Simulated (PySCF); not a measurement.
## UHF on Sm⁺ (samarium, charge +1)

Configuration: [Xe] 4f6 6s1, high-spin 8F determinant. Computed with PySCF 2.14 in cc-pVDZ-X2C (8s7p5d3f1g, 84 functions), with the spin-free X2C one-electron Hamiltonian (Gaussian nucleus).

```json
{"Total energy": "-10422.554975 hartree", "One-electron energy": "-14237.5866 hartree", "Hartree (Coulomb) energy": "4050.1382 hartree", "Exchange energy": "-235.1066 hartree", "⟨S²⟩": "15.7554", "⟨L²⟩": "12.016", "Sum of ⟨r⟩": "39.34 bohr", "Sum of ⟨r²⟩": "59.71 bohr²", "Traceless quadrupole moment −½Σ⟨3z² − r²⟩ along its main axis": "-0.0809 e·bohr²", "Langevin diamagnetic susceptibility": "-47.3 ×10⁻⁶ cm³/mol"}
```

```tsv
shell	electrons	mean orbital energy (hartree)	spread (hartree)	rms radius, mean of both spins (bohr)
1s α	1	-1729.68275	0	0.0259
1s β	1	-1729.68009	0	0.0259
2s α	1	-287.08536	0	0.105
2s β	1	-287.07905	0	0.105
2p α	3	-256.23196	0.00913	0.0941
2p β	3	-256.22698	0.00983	0.0941
3s α	1	-64.89931	0	0.271
3s β	1	-64.77895	0	0.271
3p α	3	-55.01684	0.03230	0.272
3p β	3	-54.88235	0.05840	0.272
3d α	5	-41.44278	0.01044	0.250
3d β	5	-41.29721	0.04547	0.250
4s α	1	-14.01025	0	0.616
4s β	1	-13.66960	0	0.616
4p α	3	-10.67462	0.02501	0.654
4p β	3	-10.29603	0.10333	0.654
4d α	5	-5.87500	0.06052	0.726
4d β	5	-5.37726	0.08703	0.726
5s α	1	-2.24940	0	1.53
5s β	1	-2.09884	0	1.53
5p α	3	-1.33645	0.01848	1.79
5p β	3	-1.22286	0.04538	1.79
4f α	6	-0.71404	0.08484	1.06
6s α	1	-0.38000	0	4.38
```

Spin-orbit coupling, absent here, splits the open shell strongly.

Densities and radii are taken from the X2C orbitals without a picture-change correction, which distorts them close to the nucleus.

Spin-orbit constants ζ (cm⁻¹) from the X2C one-electron operator on these orbitals: bare nucleus, nucleus screened by l(l+1)(2l+1)/3 electrons, and screened by the Breit-Pauli mean field of the electrons.

| shell | bare | screened nucleus | mean field |
| --- | --- | --- | --- |
| 2p | 3140000 | 3039000 | n/a |
| 3p | 642600 | 621900 | n/a |
| 3d | 100100 | 83970 | n/a |
| 4p | 137500 | 133100 | n/a |
| 4d | 17870 | 14990 | n/a |
| 4f | 2345 | 1286 | n/a |
| 5p | 17680 | 17110 | n/a |

To first order the Landé constant is A = 183.7 cm⁻¹, so the lowest level has J = 1/2 and lies 0.307 eV below the centre of the term. This holds in LS coupling only.
